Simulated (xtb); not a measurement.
selenophene (C₄H₄Se), singlet, at a GFN2-xTB geometry; xtb with GFN2-xTB with GBSA(thf).

Here is a job for xtb.
```
$ xtb mol.xyz --gfn 2 --gbsa thf --json

# file mol.xyz
9

C      0.52973863    -1.70013647    -0.36404580
C     -0.87775011    -1.54351414    -0.38824634
C     -1.30856073    -0.28529626    -0.12047485
Se     0.09460885     0.88180436     0.20451478
C      1.21718690    -0.56635604    -0.07704684
H      1.01092001    -2.64397673    -0.55819727
H     -1.54771727    -2.35925706    -0.60219080
H     -2.32838464     0.05352367    -0.08677554
H      2.28479299    -0.45982084    -0.00745600
```

What the program printed (banner, timings and long lists left out):

```
   ID    Z sym.   atoms
    1    6 C      1-3, 5
    2   34 Se     4
    3    1 H      6-9

           -------------------------------------------------
          |                Calculation Setup                |
           -------------------------------------------------

           -------------------------------------------------
          |                 G F N 2 - x T B                 |
           -------------------------------------------------

      * Solvation model:               GBSA
        Solvent                        thf
        Parameter file                 internal GFN2-xTB/GBSA
        Dielectric constant                7.6000E+00
        Reference state                gsolv [1 M gas/solution]
        Free energy shift                  3.3994E-03 Eh       2.1331E+00 kcal/mol
        Temperature                        2.9815E+02 K
        Density                            8.8300E-01 kg/L
        Solvent mass                       7.2106E+01 g/mol
        Interaction kernel             Still
        Born radius scaling (c1)           1.5128E+00
        Born radii integrator          GBOBC
        Born offset                        6.0704E-04 a0       1.1471E-03 AA
        H-bond correction              true
        Ion screening                  false
        Surface tension                    1.0000E-05 Eh       1.5569E+01 dyn/cm
        Grid points                               230 per atom

          ...................................................
          :                      SETUP                      :
          :.................................................:
          :  # basis functions                  30          :
          :  # atomic orbitals                  29          :
          :  # shells                           15          :
          :  # electrons                        26          :
          :  max. iterations                   250          :
          :  Hamiltonian                  GFN2-xTB          :
          :  restarted?                      false          :
          :  GBSA solvation                   true          :
          :  PC potential                    false          :
          :  electronic temp.          300.0000000     K    :
          :  accuracy                    1.0000000          :
          :  -> integral cutoff          0.2500000E+02      :
          :  -> integral neglect         0.1000000E-07      :
          :  -> SCF convergence          0.1000000E-05 Eh   :
[...]
         :: total energy             -13.741417199918 Eh    ::
[...]
     6   1 H        0.926     0.046     2.373     2.409
     7   1 H        0.926     0.046     2.374     2.409
     8   1 H        0.926     0.055     2.254     2.348
     9   1 H        0.926     0.055     2.254     2.348

 Mol. C6AA /au·bohr⁶  :       1843.588550
 Mol. C8AA /au·bohr⁸  :      70981.006104
 Mol. α(0) /au        :         71.590716

Wiberg/Mayer (AO) data.
largest (>0.10) Wiberg bond orders for each atom

 ---------------------------------------------------------------------------
     #   Z sym  total        # sym  WBO       # sym  WBO       # sym  WBO
 ---------------------------------------------------------------------------
     1   6 C    3.990 --     5 C    1.638     2 C    1.255     6 H    0.962
                             4 Se   0.110
     2   6 C    3.990 --     3 C    1.638     1 C    1.255     7 H    0.962
                             4 Se   0.110
     3   6 C    3.960 --     2 C    1.638     4 Se   1.224     8 H    0.957
                             5 C    0.117
     4  34 Se   2.756 --     5 C    1.224     3 C    1.224     1 C    0.110
                             2 C    0.110
     5   6 C    3.960 --     1 C    1.638     4 Se   1.224     9 H    0.957
                             3 C    0.117
     6   1 H    0.998 --     1 C    0.962
     7   1 H    0.998 --     2 C    0.962
     8   1 H    0.997 --     3 C    0.957
     9   1 H    0.997 --     5 C    0.957
 ---------------------------------------------------------------------------

Topologies differ in total number of bonds
Writing topology from bond orders to xtbtopo.mol

molecular dipole:
                 x           y           z       tot (Debye)
 q only:       -0.028      -0.263      -0.061
   full:       -0.045      -0.420      -0.097       1.101
molecular quadrupole (traceless):
                xx          xy          yy          xz          yz          zz
 q only:        1.546      -0.179       0.023       0.096       0.375      -1.569
  q+dip:        3.278      -0.337       0.442       0.231       0.985      -3.721
   full:        2.907      -0.355      -0.144       0.166       0.614      -2.763

           -------------------------------------------------
          | TOTAL ENERGY              -13.741417199918 Eh   |
          | GRADIENT NORM               0.002409383532 Eh/α |
          | HOMO-LUMO GAP               3.757409872644 eV   |
           -------------------------------------------------

normal termination of xtb
```
